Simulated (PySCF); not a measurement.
The vertical singlet excitations below were computed for one of the candidates. Computed with TDDFT PBE0/def2-SVPD, vertical, gas phase, core orbitals frozen in the response (PySCF). Geometries: GFN2-xTB, one conformer each.

| state | E (eV) | f |
| --- | --- | --- |
| S1 | 3.78 | 0.0004 |
| S2 | 5.99 | 0.225 |
| S3 | 6.40 | 0.032 |
| S4 | 6.90 | 0.0093 |
| S5 | 7.03 | 0.0029 |
| S6 | 7.44 | 0.0081 |

Triplets computed (Tamm–Dancoff): 3.23, 3.55 eV.

Orbital energies (eV): HOMO-3 -10.38, HOMO-2 -9.63, HOMO-1 -8.39, HOMO -7.79, LUMO -2.01, LUMO+1 0.60, LUMO+2 0.83.

Question: Which structure fits? All have the formula C6H8F2O.
A. `C=CC(=C)COC(F)F`
B. `C=C(C=O)[C@H](C)C(F)F`
C. `C=C/C(C)=C/OC(F)F`

Answer: B. Its S1, at 3.78 eV, is the lowest among the candidates; the nearest of the others has S1 at 5.62 eV. S1 is HOMO→LUMO (97%). Löwdin shares by element: HOMO oxygen 59%, carbon 25% or more, hydrogen 9% or more; LUMO carbon 66% or more, oxygen 23%. At the same level the other candidates give, for their lowest levels:
- `C=C/C(C)=C/OC(F)F`: 5.62 eV (f 0.726); 6.20 eV (f 0.013); 6.67 eV (f 0.016); 6.84 eV (f 0.003); 6.97 eV (f 0.006); T1 3.16 eV; HOMO -6.69, LUMO -0.89 eV
- `C=CC(=C)COC(F)F`: 5.80 eV (f 0.523); 6.76 eV (f 0.039); 6.80 eV (f 0.001); 6.97 eV (f 0.007); 7.12 eV (f 0.007); T1 3.21 eV; HOMO -7.12, LUMO -1.15 eV

The values belong to the conformer `[CH2:1]=[C:2]([CH:3]=[O:4])[C@H:5]([CH3:6])[CH:7]([F:8])[F:9]`: C1–C2–C3–O4 -178°, C1–C2–C5–C6 62°, C2–C5–C7–F8 -53°.
